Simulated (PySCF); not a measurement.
## First hyperpolarisability: SMILES C1=c2cc3c(cc2C(B(C)C)=C1)=CC=C3, C14H13B

Geometry:
```csv
atom,x (Å),y (Å),z (Å)
C1,-4.115,0.145,0.007
B2,-2.607,0.612,-0.108
C3,-2.281,2.124,-0.439
C4,-1.496,-0.445,0.111
C5,-1.730,-1.790,0.406
C6,-0.525,-2.488,0.547
C7,0.530,-1.590,0.341
C8,1.920,-1.788,0.371
C9,2.722,-0.701,0.127
C10,2.152,0.590,-0.148
C11,0.761,0.782,-0.178
C12,-0.049,-0.302,0.066
C13,3.213,1.478,-0.350
C14,4.427,0.770,-0.207
C15,4.149,-0.544,0.080
H16,-4.336,-0.649,-0.706
H17,-4.321,-0.271,0.992
H18,-4.833,0.944,-0.164
H19,-1.701,2.211,-1.357
H20,-3.172,2.735,-0.564
H21,-1.686,2.581,0.351
H22,-2.703,-2.236,0.513
H23,-0.426,-3.535,0.773
H24,2.332,-2.766,0.580
H25,0.361,1.762,-0.388
H26,3.126,2.526,-0.577
H27,5.405,1.204,-0.309
H28,4.862,-1.331,0.244
```

Method used: quadratic response LC-wPBE/def2-SVPD first hyperpolarisability, Taylor convention, gas phase (PySCF 2.14.0). Geometry: GFN2-xTB.

Problem. Give β for the processes computed.

Solution. In au, Taylor convention; the vector part is βᵢ = ⅓ Σⱼ (βᵢⱼⱼ + βⱼᵢⱼ + βⱼⱼᵢ); β∥ is 3/5 of the vector part along the dipole, the dipole points from − to +:
| process | λ (nm) | β vector norm | β∥ | β HRS | depolarisation ratio |
| --- | --- | --- | --- | --- | --- |
| static β(0;0,0) | ∞ | 786.5 | 442.4 | 352.8 | 3.97 |
| Pockels β(−ω;ω,0) | 1907 | 808.9 | 468.6 | – | – |

Second harmonics within 0.3 eV of the first excitation or beyond it are left out.

Problem. Which lowest excitations, dipole and polarisabilities go with it?

Solution. S1 1.11 eV (f = 0.000); S2 2.52 eV (f = 0.386); S3 4.49 eV (f = 0.017); dipole 1.15 D; isotropic α 213.4 au static, 217.6 au at 1907 nm.
